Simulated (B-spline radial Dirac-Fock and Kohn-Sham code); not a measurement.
# Binding energies of Sb in different valence configurations

Model: ΔSCF Dirac-Fock with Breit, self-energy and vacuum polarisation, finite nucleus, configuration average. Program: a B-spline atomic structure program. Electron correlation is not included.

Reference: the tabulated ground configuration [Kr] 4d10 5s2 5p3, with 2s 4713.8 eV, 2p1/2 4390.4 eV, 2p3/2 4142.0 eV, 3p1/2 824.0 eV, 3d5/2 536.5 eV, 4d5/2 39.38 eV, Kα1 26356.8 eV, Kβ1 29721.6 eV, Lα1 3605.5 eV, Lβ2 4102.6 eV.

Shifts from the reference in eV.

```
    configuration  average energy     2s  2p1/2  2p3/2  3p1/2  3d5/2  4d5/2    Kα1    Kβ1    Lα1    Lβ2
[Kr] 4d10 5s1 5p4           +8.62  +1.57  +1.70  +1.66  +1.73  +1.68  +1.57  -0.04  -0.05  -0.02  +0.09
```

Values without a named source are computed, but for edge energies of neutral atoms, which are taken from tables.
